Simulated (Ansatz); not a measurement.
The first iterations of a band of BClH2O + H2S (8 atoms, charge 0, multiplicity 1).

All numbers below come from RKS B3LYP-D4/6-31G* in Ansatz.

| Quantity | Value |
| --- | --- |
| movable images | 7 |
| climbing image | yes |
| spring | 5.0 eV/Å² |
| optimiser | quadratic models (default) |
| start path | through a guess of the saddle point |
| force threshold | 0.5 eV/Å |
| iteration limit | 52 |
| end points | relaxed |

First end point:

```xyz
8
Properties=species:S:1:pos:R:3
B -0.078 -0.639 -0.205
H 0.180 -1.207 0.808
O 0.848 -0.136 -1.045
H 1.743 -0.248 -0.690
Cl -1.783 -0.484 -0.684
S 0.031 2.391 1.300
H -0.735 2.444 0.191
H -1.039 2.338 2.121
```

Last end point:

```xyz
8
Properties=species:S:1:pos:R:3
B 0.039 0.734 -0.578
H -0.399 -0.626 2.611
O 1.251 0.140 -0.595
H 1.224 -0.774 -0.918
Cl -1.421 -0.148 -1.120
S -0.030 2.452 0.016
H -1.358 2.617 -0.137
H -0.141 0.064 2.517
```

| iteration | highest image above the first end (eV) | largest band force component (eV/Å) |
| --- | --- | --- |
| 1 | 3.583 | 11.951 |
| 2 | 2.226 | 2.373 |
| 3 | 1.726 | 1.103 |

Does the band converge within its limit, and where does its top end?

The forces met the threshold. It ended after 11 iterations with the highest image 1.666 eV above the first end. The threshold of 0.5 eV/Å is loose, so the images may lie well off the minimum-energy path. The order of the point at the top wasn't checked. The orbitals stay closed-shell, which can raise the energy where a bond breaks towards radicals; this wasn't checked here.

Time of the run: 3.9 min on 1 thread of Intel(R) Xeon(R) Platinum 8488C (Sapphire Rapids), on a shared host, peak memory 0.19 GiB.
